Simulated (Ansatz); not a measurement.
Program: Ansatz. Geometries: PBE0-D4/def2-TZVP. ΔE: electronic, gas phase. CCSD(T)/CBS adds triple-zeta CCSD(T) − MP2 to the extrapolated MP2 energy (def2 sets, frozen cores). This one scheme is used for every species. Functionals use def2-TZVPP. B3LYP here is the variant with VWN-RPA as its local correlation; programs differ in this. Each species was taken in one conformer, which may not be the lowest.

`BNCOC` + `CCBO` → `BCCBO` + `COCN`  (formal exchange of groups at a B–N bond)

`BNCOC`:

Z-matrix (Å, degrees):
```
C
N 1 1.425
O 1 1.404 2 109.3
H 1 1.102 2 110.8 3 -120.3
H 1 1.098 2 108.4 3 120.9
B 2 1.387 1 126.1 3 -110.9
H 2 1.009 1 113.6 3 65.9
C 3 1.402 1 112.0 2 -176.7
H 6 1.196 2 118.9 1 178.8
H 6 1.197 2 118.7 1 -1.9
H 8 1.099 3 111.6 1 59.9
H 8 1.090 3 107.4 1 179.3
H 8 1.099 3 111.6 1 -61.5
```

`CCBO`:

Cartesian coordinates in Å:
```
C 0.504 1.353 -0.091
C 0.088 0.019 0.526
B -0.179 -1.120 -0.519
O -1.182 -2.023 -0.402
H -0.299 1.777 -0.701
H 0.761 2.092 0.671
H 1.373 1.229 -0.742
H -0.766 0.160 1.202
H 0.908 -0.346 1.164
H 0.525 -1.263 -1.483
H -1.732 -1.878 0.374
```

`BCCBO`:

```xyz
13

B    -0.211    2.237    0.208
C    -0.024    0.751    0.602
C    -0.049   -0.317   -0.498
B     0.479   -1.724   -0.042
O    -0.115   -2.895   -0.372
H    -0.067    2.602   -0.926
H    -0.442    3.059    1.049
H    -0.667    0.477    1.447
H     0.983    0.779    1.066
H    -1.054   -0.378   -0.936
H     0.603    0.013   -1.320
H     1.473   -1.826    0.626
H    -0.910   -2.778   -0.902
```

`COCN`:

Cartesian coordinates in Å:
```
C 0.606 -1.041 0.801
O -0.327 -0.014 0.988
C -0.265 0.994 -0.003
N -0.709 0.640 -1.313
H 1.630 -0.647 0.734
H 0.542 -1.704 1.665
H 0.402 -1.634 -0.101
H -0.898 1.796 0.381
H 0.766 1.365 -0.080
H -1.648 0.266 -1.300
H -0.098 -0.021 -1.771
```

| level | ΔE (kJ/mol) | difference from CCSD(T)/CBS |
| --- | --- | --- |
| PBE-D4 | 148.1 | 0.1 |
| r2SCAN-D4 | 148.8 | 0.8 |
| PBE0-D4 | 147.4 | -0.6 |
| B3LYP-D4 | 151.6 | 3.6 |
| ωB97X-V | 145.9 | -2.1 |
| ωB97M-V | 147.7 | -0.3 |
| B2PLYP | 152.7 | 4.7 |
| PBE | 148.8 | 0.8 |
| r2SCAN | 148.9 | 0.9 |
| PBE0 | 148.0 | 0.0 |
| B3LYP | 152.8 | 4.8 |
| HF/def2-TZVPP | 148.1 | 0.1 |
| MP2/def2-TZVPP | 151.6 | 3.6 |
| SCS-MP2/def2-TZVPP | 151.6 | 3.6 |
| CCSD/def2-TZVPP | 149.2 | 1.2 |
| CCSD(T)/def2-TZVPP | 150.1 | 2.1 |
| HF/def2-QZVPP | 148.2 | 0.2 |
| MP2/def2-QZVPP | 150.4 | 2.4 |
| SCS-MP2/def2-QZVPP | 150.4 | 2.4 |
| HF/CBS(def2) | 148.2 | 0.2 |
| MP2/CBS(def2) | 149.6 | 1.6 |
| CCSD/CBS(def2) | 147.1 | -0.9 |
| CCSD(T)/CBS | 148.0 | 0 |

Largest T1 diagnostic among the species: 0.012.
